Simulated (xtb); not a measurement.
xtb input (GFN1-xTB):

```bash
xtb mol.xyz --gfn 1 --sp --chrg -1 --uhf 0
```
mol.xyz:
```
13

C     -2.12948849     0.27516458    -0.10739266
C     -0.64517431     0.12502919    -0.02914422
C      0.29201280     1.08597419     0.10623388
C      1.63167534     0.48342948     0.13882402
C      1.62369799    -0.88326712     0.02704296
C      0.11317143    -1.18521174    -0.08961765
H     -2.54101917    -0.12299179    -1.04658708
H     -2.64740265    -0.26511882     0.69872826
H     -2.43284134     1.32548464    -0.04035197
H      0.07181130     2.15226392     0.17964342
H      2.52495944     1.10137332     0.24359430
H     -0.09243806    -1.72805394    -1.02486525
H     -0.19843815    -1.86966877     0.71416034
```

End of the output:

```
         :::::::::::::::::::::::::::::::::::::::::::::::::::::
         ::                     SUMMARY                     ::
         :::::::::::::::::::::::::::::::::::::::::::::::::::::
         :: total energy             -16.559161294696 Eh    ::
         :: gradient norm              0.037285050894 Eh/a0 ::
         :: HOMO-LUMO gap              2.348513661080 eV    ::
         ::.................................................::
         :: SCC energy               -16.801782676405 Eh    ::
         :: -> electrostatic           0.118255488562 Eh    ::
         :: repulsion energy           0.247384710850 Eh    ::
         :: dispersion energy         -0.004763329141 Eh    ::
         :: halogen bond corr.         0.000000000000 Eh    ::
         :: add. restraining           0.000000000000 Eh    ::
         :: total charge              -1.000000000000 e     ::
         :::::::::::::::::::::::::::::::::::::::::::::::::::::

           -------------------------------------------------
          |                Property Printout                |
           -------------------------------------------------

    * Orbital Energies and Occupations

         #    Occupation            Energy/Eh            Energy/eV
      -------------------------------------------------------------
         1        2.0000           -0.4718611             -12.8400
       ...           ...                  ...                  ...
         4        2.0000           -0.3849156             -10.4741
         5        2.0000           -0.3651248              -9.9356
         6        2.0000           -0.3639088              -9.9025
         7        2.0000           -0.3570812              -9.7167
         8        2.0000           -0.3420992              -9.3090
         9        2.0000           -0.3117742              -8.4838
        10        2.0000           -0.3069095              -8.3514
        11        2.0000           -0.2711592              -7.3786
        12        2.0000           -0.2601426              -7.0788
        13        2.0000           -0.2289182              -6.2292
        14        2.0000           -0.2267049              -6.1690
        15        2.0000           -0.1561680              -4.2495
        16        2.0000           -0.1202313              -3.2717 (HOMO)
        17                         -0.0339250              -0.9231 (LUMO)
Note: The following floating-point exceptions are signalling: IEEE_DENORMAL
normal termination of xtb
        18                          0.0223755               0.6089
        19                          0.0547267               1.4892
        20                          0.0767289               2.0879
        21                          0.0881811               2.3995
        22                          0.1002272               2.7273
        23                          0.1107775               3.0144
        24                          0.1339246               3.6443
        25                          0.1431532               3.8954
        26                          0.2757967               7.5048
        27                          0.3118709               8.4864
       ...                                ...                  ...
        38                          0.8547105              23.2579
      -------------------------------------------------------------
                  HL-Gap            0.0863063 Eh            2.3485 eV
             Fermi-level           -0.0770782 Eh           -2.0974 eV

  Mulliken/CM5 charges         n(s)   n(p)   n(d)
     1C    -0.07463 -0.21639   0.999  3.076  0.000
     2C    -0.07874 -0.09895   1.075  3.004  0.000
     3C    -0.07920 -0.13158   1.068  3.011  0.000
     4C    -0.06392 -0.11487   1.038  3.026  0.000
     5C    -0.49188 -0.50161   1.412  3.079  0.000
     6C     0.00183 -0.09250   1.017  2.982  0.000
     7H    -0.00947  0.04112   1.009  0.000  0.000
     8H    -0.00947  0.04112   1.009  0.000  0.000
     9H    -0.00780  0.04374   1.008  0.000  0.000
    10H    -0.04663  0.00773   1.047  0.000  0.000
    11H    -0.07426 -0.02031   1.074  0.000  0.000
    12H    -0.03291  0.02125   1.033  0.000  0.000
    13H    -0.03291  0.02125   1.033  0.000  0.000

Wiberg/Mayer (AO) data.
largest (>0.10) Wiberg bond orders for each atom

 ---------------------------------------------------------------------------
     #   Z sym  total        # sym  WBO       # sym  WBO       # sym  WBO
 ---------------------------------------------------------------------------
     1   6 C    3.988 --     2 C    1.012     9 H    0.986     7 H    0.979
                             8 H    0.979
     2   6 C    3.965 --     3 C    1.750     1 C    1.012     6 C    0.996
                             5 C    0.145
     3   6 C    3.983 --     2 C    1.750     4 C    1.140    10 H    0.975
     4   6 C    3.963 --     5 C    1.770     3 C    1.140    11 H    0.976
     5   6 C    3.073 --     4 C    1.770     6 C    1.010     2 C    0.145
     6   6 C    3.973 --     5 C    1.010     2 C    0.996    12 H    0.952
                            13 H    0.952
     7   1 H    1.017 --     1 C    0.979
     8   1 H    1.017 --     1 C    0.979
     9   1 H    1.012 --     1 C    0.986
    10   1 H    1.005 --     3 C    0.975
    11   1 H    1.026 --     4 C    0.976
    12   1 H    1.035 --     6 C    0.952
    13   1 H    1.035 --     6 C    0.952
 ---------------------------------------------------------------------------

Topologies differ in total number of bonds
Writing topology from bond orders to xtbtopo.mol

 dipole moment from electron density (au)
     X       Y       Z
  -2.5160   0.9895  -0.0728  total (Debye):    6.874

           -------------------------------------------------
          | TOTAL ENERGY              -16.559161294696 Eh   |
          | GRADIENT NORM               0.037285050894 Eh/α |
          | HOMO-LUMO GAP               2.348513661080 eV   |
           -------------------------------------------------

------------------------------------------------------------------------
------------------------------------------------------------------------
 total:
 SCF:
```

It need not be the lowest isomer of its formula. Whether it binds its extra electron was not tested at this geometry.
